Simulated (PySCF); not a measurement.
**Continuum solvent and chemical shifts**

Bonds (- single, = double, # triple, : aromatic): C1-C2, C2-C3, C2-C4, C4-C5, C5-C6, C6-C7, C7-Al8, Al8-C4. C1 carries H9, H10, H11; C2 carries H12; C3 carries H13, H14, H15; C4 carries H16; C5 carries H17, H18; C6 carries H19, H20; C7 carries H21, H22; Al8 carries H23. Stereochemistry as in CC(C)[C@H]1CC[CH2][AlH]1. H18, H20, H21 are cis to C2 on the ring; H17, H19, H22 are trans to C2 on the ring.

GIAO PBE0/pcSseg-1 in PySCF 2.14.0 with density-fitted response routines on one PBE0-D3(BJ)/def2-SVP conformer, non-relativistic, equivalent nuclei averaged. Solvents enter as an IEF-PCM continuum (acetonitrile with ε = 35.7, water with ε = 78.4) around the gas-phase geometry. Shifts are referred to TMS, AlH4- computed in the same medium.

In acetonitrile, δ in ppm: C4 40.7, C5 36.9, C2 33.6, C6 29.6, C3 29.5, C1 25.4, C7 12.1, Al8 211.8, H23 5.33, H20 2.18, H17 2.16, H12 1.43, H19 1.21, H13/H14/H15 1.14. Dipole moment 0.09 D.

Q: How does each δ change in the more polar medium?

A: 
| atoms | environment | Δδ, water |
| --- | --- | --- |
| C4 | sp3 CH bonded to Al | 0.0 |
| C5 | sp3 CH2 in a ring | 0.0 |
| C2 | sp3 CH | 0.0 |
| C6 | sp3 CH2 in a ring | 0.0 |
| C3 | methyl carbon | 0.0 |
| C1 | methyl carbon | 0.0 |
| C7 | sp3 CH2 bonded to Al | 0.0 |
| Al8 | aluminium bonded to 2 C, H, in a 5-membered ring | -0.8 |
| H23 | hydrogen on an aluminium bonded to 2 C, in a 5-membered ring | -0.01 |
| H20 | hydrogen on an sp3 CH2 in a ring | -0.01 |
| H17 | hydrogen on an sp3 CH2 in a ring | -0.01 |
| H12 | hydrogen on an sp3 CH | 0.00 |
| H19 | hydrogen on an sp3 CH2 in a ring | 0.00 |
| H13/H14/H15 | hydrogen on a methyl carbon | 0.00 |

Changes are relative to acetonitrile. The dipole moment becomes 0.09 D in water.

Q: Which nuclei move most (in ppm), and what does the model miss?

A: Al8 (aluminium bonded to 2 C, H, in a 5-membered ring, -0.8 ppm) in water. A continuum only polarises the solute; specific hydrogen bonds, the anisotropy of aromatic solvents and changes of geometry or conformer are outside it.
